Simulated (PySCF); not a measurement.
Isomers of [C9H16P]+ (charge +1). Method: PBE0-D3(BJ)/def2-SVP geometry optimisation, gas phase (PySCF). Energies are electronic, without zero-point or thermal terms, for one conformer each. No frequencies were run at this level. Point groups hold within 0.08 Å.

**Question.** Rank from lowest to highest electronic energy at this level (kcal/mol).
A. `[CH:1]#[C:2][CH2:3][P@@+:4]([CH3:5])([CH2:6][CH3:7])[CH2:8][CH:9]=[CH2:10]` (charge +1) with C2–C3–P4–C5 60°, C3–P4–C6–C7 179°, C3–P4–C8–C9 -64°, P4–C8–C9–C10 99°
B. `[CH:1]#[C:2][CH2:3][P@H+:4]([CH2:5][CH2:6][CH3:7])[CH:8]1[CH2:9][CH2:10]1` (charge +1) with C2–C3–P4–C5 -59°, C3–P4–C5–C6 179°, P4–C5–C6–C7 -63°, C3–P4–C8–C9 -146°

**Answer.** A (0.0), B (14.6).

As drawn, the higher has a three-membered ring, which the lower lacks.

| SMILES | E (Eh) | E rel (kcal/mol) | dipole about centre of mass (D) | point group | A, B, C (MHz) |
| --- | --- | --- | --- | --- | --- |
| C#CC[P@@+](C)(CC)CC=C | -692.74947 | 0.0 | 2.29 | C1 | 1339, 931.1, 668.7 |
| C#CC[P@H+](CCC)C1CC1 | -692.72624 | 14.6 | 1.10 | C1 | 1239, 857.4, 567.9 |

**Question.** How do the relative energies change in single points at PBE0/pcSseg-1 (no added dispersion term) on the same geometries?

**Answer.** 
```json
{"SMILES": "C#CC[P@@+](C)(CC)CC=C", "PBE0-D3(BJ)/def2-SVP (kcal/mol)": "0.0", "PBE0/pcSseg-1 (kcal/mol)": "0.0", "shift": "0.0"}
{"SMILES": "C#CC[P@H+](CCC)C1CC1", "PBE0-D3(BJ)/def2-SVP (kcal/mol)": "14.6", "PBE0/pcSseg-1 (kcal/mol)": "14.6", "shift": "0.0"}
```

Each column counts from its own lowest isomer. The order is unchanged; the largest shift is 0.0 kcal/mol.
